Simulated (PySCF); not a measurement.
**Exercise with solution: refractive index and permittivity of the vapour**

BiCl₂, SMILES [Cl][Bi][Cl], multiplicity 2.

Coordinates come from a B3LYP-D3(BJ)/def2-TZVP optimisation. The spin state was assumed, not searched. The isomer is the one that the SMILES or the coordinates give; other isomers of the formula were not compared. The def2 effective core potentials stand for the cores of Bi; spin–orbit coupling is left out.

r2SCAN/def2-TZVPD (PySCF) gives a mean static polarisability of 76.3 bohr³ and a dipole moment of 3.62 D. Take an ideal gas at 298.15 K and 0.01 bar, whether or not the substance is that volatile.

**Question.** Work out n − 1 in the optical limit and the static ε − 1.

**Answer.** 
Polarisability volume α' = 76.3 × 0.148185 = 11.31 Å³. Number density N = p/kT = 2.43e-7 Å⁻³.
Dilute limit of Lorentz–Lorenz: n − 1 = 2π N α' = 1.7e-5.
Orientation term of Debye: μ²/(3kT) = 8.098 Å³ × μ²(D²) = 106.12 Å³.
ε − 1 = 4π N (α' + μ²/3kT) = 0.00036. Orientation of the dipole supplies 90 % of the static response; it can't follow optical fields. Vibrational polarisation and dispersion are left out.
